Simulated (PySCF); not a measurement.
# Mayer bond orders and bond lengths

C₇H₉N.
Atom-mapped SMILES: `[CH3:1][CH:2]=[C:3]1[CH2:4][CH:5]([C:6]#[N:7])[CH2:8]1` (hydrogens: H9, H10, H11 on C1; H12 on C2; H13, H14 on C4; H15 on C5; H16, H17 on C8)

Geometry (GFN2-xTB, Å), atoms numbered from 1 in this order:
```xyz
17
C7H9N angstrom
C     -2.6126    0.2853   -0.3118
C     -1.5070   -0.6876   -0.0641
C     -0.2527   -0.3509    0.1668
C      0.9967   -1.1460    0.4402
C      1.7623    0.1880    0.6292
C      2.8501    0.3855   -0.2831
N      3.7008    0.5347   -1.0335
C      0.4705    0.9671    0.2737
H     -2.2474    1.3083   -0.2794
H     -3.3945    0.1652    0.4377
H     -3.0609    0.1024   -1.2880
H     -1.7817   -1.7346   -0.0802
H      1.3430   -1.7397   -0.4064
H      0.9644   -1.7813    1.3246
H      2.1129    0.3560    1.6496
H      0.1149    1.6361    1.0569
H      0.5343    1.5236   -0.6621
```

Bond orders from the PBE0/pcSseg-1 density (PySCF). Isolated species at its GFN2-xTB geometry, gas phase.

**Question.** How far do the computed orders between heavy atoms stray from the drawn ones?

**Answer.** The largest departure is 0.094, at C2–C3 (drawn double, 1.906).

**Question.** Give the Mayer order of every bond, beside its length.

**Answer.** 
```tsv
bond	drawn as	length (Å)	Mayer order
C1–C2	single	1.493	1.081
C2–C3	double	1.319	1.906
C3–C4	single	1.506	1.010
C4–C5	single	1.550	0.980
C5–C6	single	1.433	0.971
C6–N7	triple	1.144	3.062
C5–C8	single	1.550	0.983
C8–C3	single	1.507	1.004
C1–H9	single	1.087	0.965
C1–H10	single	1.090	0.949
C1–H11	single	1.090	0.949
C2–H12	single	1.083	0.950
C4–H13	single	1.090	0.938
C4–H14	single	1.089	0.942
C5–H15	single	1.092	0.917
C8–H16	single	1.090	0.938
C8–H17	single	1.091	0.934
```

By pair of heavy elements: C–C: lowest C5–C6 (0.971, 1.433 Å), highest C2–C3 (1.906, 1.319 Å); in 3 of the 21 pairs the longer bond (by over 0.003 Å) has the higher order (by 0.02 or more).

**Question.** Sum the orders of all bonds at each heavy atom with more than one neighbour and set the sums beside the valence in the SMILES.

**Answer.** C1 3.944 (drawn 4), C2 3.937 (drawn 4), C3 3.920 (drawn 4), C4 3.870 (drawn 4), C5 3.851 (drawn 4), C6 4.033 (drawn 4), C8 3.859 (drawn 4). Orders between atoms that aren't bonded are not in these sums.

Mayer orders depend on the basis set.
